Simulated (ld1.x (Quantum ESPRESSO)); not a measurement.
**Ge: one change to an RRKJ potential, before and after**

```
Element                 : Ge (Z = 32)
Generator               : ld1.x (Quantum ESPRESSO) 7.5
Type                    : norm-conserving RRKJ (Kleinman–Bylander form)
Functional              : PBE
Relativity              : scalar-relativistic
Frozen core             : [Ar]
Valence charge          : 14
Reference configuration : 3d10 4s2 4p1.5 (charge +0.5)
Partial waves           : 4s (bound): rc 1.80 bohr; 4p (bound): rc 2.10 bohr; 3d (bound): rc 1.30 bohr
Local potential         : the d channel
Core correction         : none
rho0                    : 0.01
```

All-electron outer shells of the reference configuration (PBE, scalar-relativistic, ld1.x):

| shell | level (eV) | outermost node (bohr) | outermost maximum (bohr) |
| --- | --- | --- | --- |
| 3p | -119.86 | 0.23 | 0.54 |
| 3d | -33.54 | – | 0.50 |
| 4s | -15.60 | 0.77 | 1.73 |
| 4p | -7.38 | 0.82 | 2.14 |

Change: wave 4p (bound): rc 2.10 bohr becomes 4p (bound): rc 2.46 bohr.

Cutoffs: the cutoffs (Ry, on a coarse ladder) from which the occupation-weighted sum of valence levels, in a spherical-Bessel basis at the reference potential, stays within 10 and 1 mRy of its value at 400 Ry; they do not see the model core or the augmentation charge, which bear on the density cutoff. Errors are all-electron minus pseudo energies relative to the spin-unpolarised reference configuration.

Q: What does the change do?

A: The potential gets neither clearly harder nor softer (180 Ry and 300 Ry → 180 Ry and 300 Ry); both files keep a bound ghost (p, s); of the 7 tests that both files solve, the error grows in 2 and shrinks in 1 by more than 15 % and 0.3 meV (median size 1.9 → 1.1 meV).

| quantity | base | changed |
| --- | --- | --- |
| cutoff, loose | 180 Ry | 180 Ry |
| cutoff, tight | 300 Ry | 300 Ry |
| bound ghosts | s, p | s, p |
| error for 3d10 4s2 4p2, meV [ΔE -2.80 eV] | +0.5 | +0.6 |
| error for 3d10 4s2 4p1, meV [ΔE 4.64 eV] | -0.2 | -0.1 |
| error for 3d10 4s2 4p0, meV [ΔE 20.08 eV] | +5.0 | +7.1 |
| error for 3d10 4s1 4p0, meV [ΔE 54.87 eV] | +57 | +58 |
| error for 3d10 4s1 4p2, meV [ΔE 13.36 eV] | +0.3 | +1.1 |
| error for 3d10 4s0 4p0, meV [ΔE 101.22 eV] | +224 | +221 |
| error for 3d10 4s1 4p3, meV [ΔE 5.17 eV] | -1.9 | +0.2 |

 A true bound ghost makes a file unfit for plane-wave use even where its test errors are small: the radial tests pick states by their node count and pass the ghost by.
